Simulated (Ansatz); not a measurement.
C$_{2}$H$_{7}$B$_{2}$F (`BC(B)(C)F`). Total charge 0; spin multiplicity 1. The structure was optimised at the PBE0-D4/def2-TZVP level.

```xyz
12

B     1.216    0.540   -1.057
C     0.538    0.211    0.251
B    -0.961    0.692    0.165
C    -0.285   -1.075    0.449
F     1.172    0.551    1.434
H     2.097    1.344   -1.092
H     0.792    0.047   -2.060
H    -1.561    0.672   -0.862
H    -1.405    1.168    1.164
H    -0.244   -1.750   -0.400
H    -1.388   -0.866    0.625
H     0.029   -1.533    1.384
```

(1) What is the dipole moment at B3LYP/def2-TZVPP? (Estimate.)

(2) And with PBE, r2SCAN, ωB97M-V? (An estimate is asked.)

(3) Give the Mulliken charges with B3LYP, PBE, ωB97M-V in def2-TZVPP. (An estimate is asked.)

Results:

(1) The calculation gave: 2.54 D, with components (-1.28, -2.17, -0.34) D in this frame, pointing from negative to positive charge.

(2) The calculation gave: PBE 2.57 D, r2SCAN 2.57 D, ωB97M-V 2.53 D.

(3) Ansatz gave: 
| atom | B3LYP | PBE | ωB97M-V |
| --- | --- | --- | --- |
| B1 | -0.17 | -0.17 | -0.24 |
| C2 | 0.31 | 0.29 | 0.23 |
| B3 | -0.21 | -0.23 | -0.36 |
| C4 | -0.24 | -0.20 | -0.25 |
| F5 | -0.24 | -0.19 | -0.22 |
| H6 | 0.05 | 0.03 | 0.09 |
| H7 | 0.03 | 0.02 | 0.08 |
| H8 | 0.06 | 0.05 | 0.13 |
| H9 | 0.07 | 0.05 | 0.13 |
| H10 | 0.12 | 0.12 | 0.13 |
| H11 | 0.10 | 0.11 | 0.14 |
| H12 | 0.14 | 0.13 | 0.14 |

B3LYP here is the variant with VWN-RPA as its local correlation; programs differ in this.
